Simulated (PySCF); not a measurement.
Cl2Sr. Atoms are numbered in the order given.

```xyz
3

Sr     0.0000     0.0000     0.3837
Cl     0.0000    -2.4920    -0.4288
Cl     0.0000     2.4920    -0.4288
```

Geometry optimised at B3LYP-D3(BJ)/def2-TZVP. The isomer is the one that the SMILES or the coordinates give; other isomers of the formula were not compared. The def2 effective core potentials stand for the cores of Sr; spin–orbit coupling is left out.

The numbers are results of B3LYP/def2-TZVPD (PySCF), not measurements.

Mulliken values depend strongly on the basis, most of all with diffuse functions as here. ESP charges are fitted to the potential on shells at 1.4 to 2.0 van der Waals radii. Atomic charges (e):

```csv
atom,ESP fit,Mulliken
Sr1,1.20,1.52
Cl2,-0.60,-0.76
Cl3,-0.60,-0.76
```
